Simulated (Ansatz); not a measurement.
`B[Si](C)(O)F` → `[BH2]`• + `C[Si](O)F`• at 700 K and 1 bar (homolysis of the B–Si bond).

Program: Ansatz. Geometries: PBE0-D4/def2-TZVP. ΔE: electronic, gas phase. CCSD(T)/CBS is the MP2 limit (def2-TZVPP, def2-QZVPP) plus CCSD(T) − MP2 in def2-TZVPP, frozen cores. This one scheme is used for every species. No spin–orbit coupling; open shells (•) take unrestricted orbitals. Each species was taken in one conformer, which may not be the lowest.

```tsv
species	CCSD(T)/CBS energy (Eh)	H − E (kJ/mol)	S (J/(mol·K))
`B[Si](C)(O)F`	-530.60219	281.4	494.7
`[BH2]`•	-25.87431	63.2	226.2
`C[Si](O)F`•	-504.58199	203.0	413.1
```

H − E and S are ideal-gas, rigid-rotor, harmonic terms from PBE0-D4/def2-TZVP, for one conformer and one mirror image of each species, with the whole ground term of open shells counted as degenerate. 1 Eh = 2625.50 kJ/mol, R = 8.31446 J/(mol·K).

Question: By hand: ΔE, ΔH, ΔS and ΔG.

Answer: ΔE = (-25.87431) + (-504.58199) − (-530.60219) = 0.14589 Eh = 383.0 kJ/mol. Δ(H − E) = 63.2 + 203.0 − 281.4 = -15.2, so ΔH = 367.8 kJ/mol. ΔS = 226.2 + 413.1 − 494.7 = 144.6 J/(mol·K). ΔG = 367.8 − 700 × (144.6)/1000 = 266.6 kJ/mol.

Question: By hand: the equilibrium constant, and the temperature at which ΔG would vanish if ΔH and ΔS stayed fixed.

Answer: log₁₀ K = −ΔG/(RT ln 10) = -19.9. ΔG = 0 at ΔH/ΔS = 2544 K, far beyond where these terms or the molecules hold.

The number of gas molecules changes by +1, which sets the sign of ΔS. A doubt of 5 kJ/mol in ΔE shifts log₁₀ K by 0.4 here. Other conformers and mirror images would add mixing entropy, several J/(mol·K) or more a flexible species. Modes under 60 cm⁻¹, often nearly free rotors, make the harmonic entropy too high. These are equilibria of isolated gas molecules and say nothing of rates. Largest T1 diagnostic: 0.013 (customary marks: 0.02 for closed shells, 0.045 for open ones).
